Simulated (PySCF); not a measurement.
Compound: perfluorobutane, C₄F₁₀.
SMILES with atom numbers: `[F:1][C:2]([F:3])([F:4])[C:5]([F:6])([F:7])[C:8]([F:9])([F:10])[C:11]([F:12])([F:13])[F:14]`

Cartesian coordinates in Å at the PBE0-D3(BJ)/def2-SVP level; atoms count from 1:
```xyz
14
C4F10 angstrom
F      2.4469    1.2532   -1.0432
C      1.4264    0.9384   -0.2636
F      0.6594    2.0089   -0.1122
F      1.8848    0.5608    0.9189
C      0.6245   -0.2037   -0.9304
F      0.0397    0.2918   -2.0246
F      1.4994   -1.1497   -1.2890
C     -0.4553   -0.9180   -0.0740
F      0.1515   -1.5754    0.9178
F     -1.0502   -1.7989   -0.8867
C     -1.5642   -0.0411    0.5517
F     -1.0632    0.7007    1.5297
F     -2.4982   -0.8319    1.0529
F     -2.1081    0.7492   -0.3600
```

Method: PBE0-D3(BJ)/def2-SVP geometry optimisation, gas phase (PySCF).

Masses are those of the commonest isotopes; rigid-rotor values at the optimised geometry. The values belong to one conformer with, in the numbering `[F:1][C:2]([F:3])([F:4])[C:5]([F:6])([F:7])[C:8]([F:9])([F:10])[C:11]([F:12])([F:13])[F:14]`, C2–C5–C8–F9 -66°.

(1) Give the principal moments of inertia and the rotational constants in MHz.

(2) Classify the top.

(3) Is it planar, by Δ = Ic − Ia − Ib?

(4) Give the other two planar moments, Paa and Pbb, and the rms extents of the mass along the axes.

(5) List the rotational levels J(Ka,Kc) to J = 2 (K).

(6) Which types of transition are allowed, and where do some lines up to J = 3 fall?

(7) Estimate the classical rotational partition function at 10 K, 25 K and 200 K.

Answers

(1) Ia = 473.25, Ib = 813.36, Ic = 907.10 u·Å²; 505379 MHz·u·Å²/I gives A = 1068, B = 621.3, C = 557.1 MHz.

(2) An asymmetric top. Ray's parameter κ = (2B − A − C)/(A − C) = -0.749; −1 is the prolate and +1 the oblate limit.

(3) Not planar: Δ = Ic − Ia − Ib = -379.50 u·Å². For a rigid frame Δ = −2 Σ m c², so Σ m c² = 189.75 u·Å² lies off the ab plane. The atom farthest from that plane is 1.60 Å away.

(4) Paa = Σ m a² = (Ib + Ic − Ia)/2 = 623.61 and Pbb = Σ m b² = (Ia + Ic − Ib)/2 = 283.49 u·Å². With the mass M = 237.98 u, the rms extents √(P/M) along a, b and c are 1.62, 1.09, 0.89 Å.

(5) Above 0(0,0), as E/k:
J = 1: 1(0,1) 0.057, 1(1,1) 0.078, 1(1,0) 0.081
J = 2: 2(0,2) 0.169, 2(1,2) 0.188, 2(1,1) 0.197, 2(2,1) 0.262, 2(2,0) 0.262

(6) The dipole components are |μa| = 0.00 D, |μb| = 0.23 D, |μc| = 0.00 D; the symmetry axis of this C2 structure is b, so μa and μc vanish by symmetry and there are no a-type or c-type lines. Some lines, for components of 0.1 D or more:

| type | branch | J(Ka,Kc) | MHz | lower level (cm⁻¹) |
| --- | --- | --- | --- | --- |
| b | Q | 1(1,0) ← 1(0,1) | 511 | 0.039 |
| b | Q | 2(1,1) ← 2(0,2) | 581 | 0.118 |
| b | Q | 3(1,2) ← 3(0,3) | 699 | 0.235 |
| b | Q | 3(2,1) ← 3(1,2) | 1279 | 0.258 |
| b | Q | 2(2,0) ← 2(1,1) | 1346 | 0.137 |
| b | Q | 2(2,1) ← 2(1,2) | 1532 | 0.131 |
| b | Q | 3(2,2) ← 3(1,3) | 1632 | 0.245 |
| b | R | 3(1,2) ← 2(2,1) | 2288 | 0.182 |
| b | Q | 3(3,0) ← 3(2,1) | 2366 | 0.301 |
| b | Q | 3(3,1) ← 3(2,2) | 2397 | 0.300 |
| b | R | 2(1,2) ← 1(0,1) | 2739 | 0.039 |
| b | R | 3(0,3) ← 2(1,2) | 3121 | 0.131 |
| b | R | 2(2,0) ← 1(1,1) | 3831 | 0.054 |

(7) Point group C2, symmetry number σ = 2; q = (√π/σ)·√((kT/h)³/(ABC)), k/h = 20836.6 MHz/K: 4380 at 10 K, 17300 at 25 K, 392000 at 200 K.

No PBE0-D3(BJ)/def2-SVP frequencies stand behind this structure, so it isn't proved a minimum. Constants of a rigid frame at the computed geometry: no zero-point averaging, no centrifugal distortion.
